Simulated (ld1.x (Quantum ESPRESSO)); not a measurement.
**Logarithmic derivatives: barium (Ba), TM**

```
Element                 : Ba
Generator               : ld1.x (Quantum ESPRESSO) 7.5
Type                    : norm-conserving Troullier–Martins (Kleinman–Bylander form)
Functional              : LDA (PZ)
Relativity              : scalar-relativistic
Frozen core             : [Kr] 4d10
Valence charge          : 10
Reference configuration : 5s2 5p6 5d0 6s1 6p0 (charge +1)
Partial waves           : 5p (bound): rc 3.10 bohr; 5d (bound, empty): rc 3.45 bohr; 5s (bound): rc 2.50 bohr
Local potential         : the s channel
Core correction         : none
```

Occupied shells without a wave of their own: 6s. They enter only through the test configuration that unscreens the potential.

The phase is arctan(r·u′/u) with u = r·R(r), unwrapped; energies in Ry, scanned from -5 to 5 Ry. A pole is an energy at which the radial function vanishes at the test radius. The pseudo phase is shifted by a multiple of π to meet the all-electron one at the reference energy, and phase errors are pseudo minus all-electron; the curves can meet again beyond the range given. Levels narrower than the energy grid can be missing from the lists of poles.

Task: For each channel, where are the poles, and over which energies does the pseudopotential scatter like the atom?

Result:

```tsv
channel	radius (bohr)	reference energy (Ry)	poles, all-electron	poles, pseudo	unbroken range about the reference energy with phases within 0.05 rad	phase error 1 Ry above the reference energy (rad)
s	3.74	-2.91	-2.88, 0.88	-3.25, -0.06, 3.34	not even at the reference energy	-0.053
p	3.74	-1.80	-1.73, 1.71	-2.09, 1.39	not even at the reference energy	-0.149
d	3.74	-0.53	-0.12, 3.27	-0.47, 2.83	not even at the reference energy	-0.172
```

A Bessel basis up to 400 Ry misses an occupied level by 0.56 Ry, so cutoffs and ghosts were not judged. The potential misses its own reference levels by up to 6.8 eV, so it is not fit for use.

Phases in the d channel:

```json
{"E (Ry)": "-5.00", "all-electron": "1.444", "pseudo": "1.440"}
{"E (Ry)": "-4.74", "all-electron": "1.440", "pseudo": "1.436"}
{"E (Ry)": "-4.48", "all-electron": "1.436", "pseudo": "1.431"}
{"E (Ry)": "-4.22", "all-electron": "1.431", "pseudo": "1.426"}
{"E (Ry)": "-3.96", "all-electron": "1.425", "pseudo": "1.420"}
{"E (Ry)": "-3.70", "all-electron": "1.419", "pseudo": "1.413"}
{"E (Ry)": "-3.44", "all-electron": "1.413", "pseudo": "1.405"}
{"E (Ry)": "-3.18", "all-electron": "1.405", "pseudo": "1.396"}
{"E (Ry)": "-2.92", "all-electron": "1.396", "pseudo": "1.385"}
{"E (Ry)": "-2.66", "all-electron": "1.385", "pseudo": "1.371"}
{"E (Ry)": "-2.40", "all-electron": "1.371", "pseudo": "1.354"}
{"E (Ry)": "-2.14", "all-electron": "1.354", "pseudo": "1.331"}
{"E (Ry)": "-1.88", "all-electron": "1.331", "pseudo": "1.298"}
{"E (Ry)": "-1.62", "all-electron": "1.299", "pseudo": "1.244"}
{"E (Ry)": "-1.36", "all-electron": "1.248", "pseudo": "1.133"}
{"E (Ry)": "-1.10", "all-electron": "1.150", "pseudo": "0.754"}
{"E (Ry)": "-0.84", "all-electron": "0.865", "pseudo": "-0.956"}
{"E (Ry)": "-0.58", "all-electron": "-0.599", "pseudo": "-1.493"}
{"E (Ry)": "-0.32", "all-electron": "-1.414", "pseudo": "-1.641"}
{"E (Ry)": "-0.06", "all-electron": "-1.601", "pseudo": "-1.732"}
{"E (Ry)": "0.20", "all-electron": "-1.700", "pseudo": "-1.824"}
{"E (Ry)": "0.46", "all-electron": "-1.789", "pseudo": "-1.958"}
{"E (Ry)": "0.72", "all-electron": "-1.905", "pseudo": "-2.245"}
{"E (Ry)": "0.98", "all-electron": "-2.125", "pseudo": "-3.089"}
{"E (Ry)": "1.24", "all-electron": "-2.740", "pseudo": "-4.050"}
{"E (Ry)": "1.50", "all-electron": "-3.841", "pseudo": "-4.381"}
{"E (Ry)": "1.76", "all-electron": "-4.305", "pseudo": "-4.518"}
{"E (Ry)": "2.02", "all-electron": "-4.478", "pseudo": "-4.593"}
{"E (Ry)": "2.28", "all-electron": "-4.566", "pseudo": "-4.643"}
{"E (Ry)": "2.54", "all-electron": "-4.621", "pseudo": "-4.679"}
{"E (Ry)": "2.80", "all-electron": "-4.660", "pseudo": "-4.709"}
{"E (Ry)": "3.06", "all-electron": "-4.691", "pseudo": "-4.736"}
{"E (Ry)": "3.32", "all-electron": "-4.718", "pseudo": "-4.762"}
{"E (Ry)": "3.58", "all-electron": "-4.742", "pseudo": "-4.790"}
{"E (Ry)": "3.84", "all-electron": "-4.766", "pseudo": "-4.821"}
{"E (Ry)": "4.10", "all-electron": "-4.792", "pseudo": "-4.862"}
{"E (Ry)": "4.36", "all-electron": "-4.822", "pseudo": "-4.922"}
{"E (Ry)": "4.62", "all-electron": "-4.861", "pseudo": "-5.027"}
{"E (Ry)": "4.88", "all-electron": "-4.918", "pseudo": "-5.274"}
```
